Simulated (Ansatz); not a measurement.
`[CH3][Al]([OH])[O][SiH3]` + `[SiH3]BO[SiH3]` → `[OH][Al]([O][SiH3])[O][SiH3]` + `CB[SiH3]`  (redistribution)

Calculated with Ansatz (gas phase, PBE0-D4/def2-TZVP geometries, no zero-point term in ΔE). CCSD(T)/CBS is the MP2 limit (def2-TZVPP, def2-QZVPP) plus CCSD(T) − MP2 in def2-TZVPP, frozen cores. DFT in def2-TZVPP. HSE06 is defined as in plane-wave codes. One conformer a species, not always the lowest.

`[CH3][Al]([OH])[O][SiH3]`:

```xyz
12

C    -1.835    1.296    0.310
Al   -0.879   -0.269   -0.299
O    -1.724   -1.509   -1.086
O     0.783   -0.435   -0.063
Si    2.375   -0.412    0.233
H    -2.877    1.283   -0.014
H    -1.823    1.360    1.402
H    -1.370    2.213   -0.064
H    -1.306   -2.306   -1.405
H     2.662   -1.040    1.551
H     3.108   -1.166   -0.820
H     2.887    0.986    0.255
```

`[SiH3]BO[SiH3]`:

Cartesian coordinates in Å:
```
Si -1.523 1.573 -0.719
B 0.152 0.561 -0.176
O 0.075 -0.714 0.254
Si 1.233 -1.792 0.760
H -2.771 0.772 -0.593
H -1.397 2.031 -2.133
H -1.662 2.798 0.122
H 1.239 1.090 -0.231
H 0.904 -2.191 2.148
H 2.574 -1.157 0.703
H 1.176 -2.971 -0.136
```

`[OH][Al]([O][SiH3])[O][SiH3]`:

Z-matrix (Å, degrees):
```
Si
O 1 1.623
H 1 1.487 2 110.4
H 1 1.487 2 109.7 3 -119.9
H 1 1.487 2 110.2 3 120.3
Al 2 1.669 1 168.1 3 -53.7
O 6 1.684 2 118.6 1 0.3
O 6 1.675 2 120.3 1 -179.7
H 7 0.956 6 122.4 2 179.9
Si 8 1.625 6 161.4 2 -0.1
H 10 1.487 8 109.7 6 -121.6
H 10 1.488 8 110.9 6 -1.4
H 10 1.487 8 109.7 6 118.8
```

`CB[SiH3]`:

```xyz
10

C     1.540   -0.339   -0.096
B     0.166   -0.277    0.619
Si   -1.509    0.501   -0.197
H     1.537   -1.349   -0.545
H     2.405   -0.321    0.570
H     1.683    0.358   -0.924
H     0.067   -0.757    1.716
H    -2.666   -0.430   -0.071
H    -1.368    0.875   -1.633
H    -1.856    1.741    0.561
```

```json
{"level": "r2SCAN-D4", "ΔE (kJ/mol)": "-21.0", "difference from CCSD(T)/CBS": "-0.2"}
{"level": "B97M-V", "ΔE (kJ/mol)": "-22.4", "difference from CCSD(T)/CBS": "-1.6"}
{"level": "CAM-B3LYP-D4", "ΔE (kJ/mol)": "-18.4", "difference from CCSD(T)/CBS": "2.4"}
{"level": "B2PLYP", "ΔE (kJ/mol)": "-18.8", "difference from CCSD(T)/CBS": "2.0"}
{"level": "PBE-QIDH", "ΔE (kJ/mol)": "-21.2", "difference from CCSD(T)/CBS": "-0.4"}
{"level": "PBE", "ΔE (kJ/mol)": "-7.8", "difference from CCSD(T)/CBS": "13.0"}
{"level": "revPBE", "ΔE (kJ/mol)": "-9.4", "difference from CCSD(T)/CBS": "11.4"}
{"level": "BLYP", "ΔE (kJ/mol)": "-10.7", "difference from CCSD(T)/CBS": "10.1"}
{"level": "HSE06", "ΔE (kJ/mol)": "-14.9", "difference from CCSD(T)/CBS": "5.9"}
{"level": "LC-ωPBE", "ΔE (kJ/mol)": "-19.0", "difference from CCSD(T)/CBS": "1.8"}
{"level": "RPA@PBE/def2-TZVPP", "ΔE (kJ/mol)": "-16.5", "difference from CCSD(T)/CBS": "4.3"}
{"level": "HF/def2-TZVPP", "ΔE (kJ/mol)": "-33.6", "difference from CCSD(T)/CBS": "-12.8"}
{"level": "MP2/def2-TZVPP", "ΔE (kJ/mol)": "-21.9", "difference from CCSD(T)/CBS": "-1.1"}
{"level": "CCSD/def2-TZVPP", "ΔE (kJ/mol)": "-23.7", "difference from CCSD(T)/CBS": "-2.9"}
{"level": "CCSD(T)/def2-TZVPP", "ΔE (kJ/mol)": "-20.0", "difference from CCSD(T)/CBS": "0.8"}
{"level": "SCS-MP2/def2-QZVPP", "ΔE (kJ/mol)": "-24.3", "difference from CCSD(T)/CBS": "-3.5"}
{"level": "CCSD(T)/CBS", "ΔE (kJ/mol)": "-20.8", "difference from CCSD(T)/CBS": "0"}
```

Largest T1 diagnostic among the species: 0.014.

Leaving LDA and LC-ωPBE aside and taking each functional with its dispersion term where it has one, the values, not all of them listed here, spread over 17.0 kJ/mol, from BHLYP-D4 to PBE-D4. LDA lies +3.6 kJ/mol from PBE without D4. From BLYP to BHLYP (50 % exact exchange), in def2-TZVPP and without D4, ΔE moves by −13.5 kJ/mol.
